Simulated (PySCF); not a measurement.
MgCl, SMILES [Mg+][Cl], charge +1. The structure is a stationary point at PBE0-D3(BJ)/def2-TZVPD. The spin state was assumed, not searched.

Level of theory: PBE0-D3(BJ)/def2-TZVPD (PySCF 2.14.0).

Harmonic wavenumbers (cm⁻¹): 554. Rotational constants (GHz): 7.888 (linear); symmetry number 1.

### Question
Work out the zero-point energy and the ideal-gas rigid-rotor harmonic-oscillator thermochemistry at 298.15 K and 1 atm.

### Answer
ZPE = ½ Σ hcν = ½ × 554 cm⁻¹ = 0.79 kcal/mol. H − E(el) = 2.98 kcal/mol. Entropy in cal/(mol K): translation 38.18, rotation 15.24, vibration 0.53, total 53.96. G − E(el) = -13.10 kcal/mol. Cp = 8.09 cal/(mol K).
